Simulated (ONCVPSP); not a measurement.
carbon: variants of one ONCV potential

Base potential:

* Element: C (Z = 6)
* Generator: ONCVPSP 4.0.1
* Type: optimised norm-conserving Vanderbilt (ONCV)
* Functional: PBE
* Relativity: scalar-relativistic
* Frozen core: [He]
* Valence charge: 4
* Reference configuration: 2s2 2p2
* Partial waves: 2s: rc 1.25 bohr, ncon 3, nbas 8, qcut 5.6 1/bohr, 1 projector; 2p: rc 2.60 bohr, ncon 5, nbas 8, qcut 5.5 1/bohr, 2 projectors, debl 3.1 Ha; d scattering state at 0.39 Ha: rc 2.10 bohr, ncon 4, nbas 7, qcut 4.2 1/bohr, 2 projectors, debl 3.2 Ha
* Local potential: polynomial inside 0.90 bohr (lpopt 5, dvloc0 0 Ha)
* Core correction: Teter function, fcfact 1.75, rcfact 1.2

Cutoffs, loose and tight: the cutoffs (Ha) at which the residual kinetic energy of the hardest occupied pseudo-wave falls to 1 and 0.1 mHa per electron. They do not see the model core or the augmentation charge, which bear on the density cutoff. Test errors are all-electron minus pseudo excitation energies from the reference, over the configurations 2s2 2p1; 2s2 2p0; 2s1 2p0; 2s1 2p2. A dash means not determined; rows that change the core or the reference have their own tests.

A true bound ghost makes a file unfit for plane-wave use even where its test errors are small: the radial tests pick states by their node count and pass the ghost by.

| change | outcome | cutoff, loose | cutoff, tight | bound ghosts | GHOST(+) flags above zero | largest test error (meV) |
| --- | --- | --- | --- | --- | --- | --- |
| base | generated | 14 Ha | 72 Ha | d | none | +1192 |
| s: rc 0.86; local potential polynomial inside 0.86 bohr (lpopt 5, dvloc0 0 Ha) | generated | 21 Ha | 94 Ha | d | none | +1173 |
| s: rc 0.96 | generated | 23 Ha | 176 Ha | d | none | +1178 |
| s: rc 1.08 | generated | 18 Ha | 145 Ha | d | none | +1186 |
| s: rc 1.2 | generated | 15 Ha | 88 Ha | d | none | +1189 |
| s: rc 1.42 | generated | 12 Ha | 17 Ha | d | none | +1197 |
| s: rc 1.54 | generated | 11 Ha | 14 Ha | d | none | +1203 |
| s: rc 1.62 | generated | 11 Ha | 14 Ha | d | none | +1205 |
| s: rc 1.72 | generated | 11 Ha | 13 Ha | d | none | +1208 |
| s: rc 1.84 | generated | 11 Ha | 13 Ha | d | none | +1211 |

Question: What comes out with this change to the base: s: rc 1.3?

Answer: outcome: generated; cutoff, loose: 13 Ha; cutoff, tight: 45 Ha; bound ghosts: d; GHOST(+) flags above zero: none; largest test error (meV): +1195.

Reading the sweep of the s radius (base included, trends over the rows without a ghost): Bound ghosts are found at 0.86, 0.96, 1.08, 1.2, 1.25, 1.3, 1.42, 1.54, 1.62, 1.72, 1.84 bohr. Every judged row has one, so this setting neither creates nor removes them.
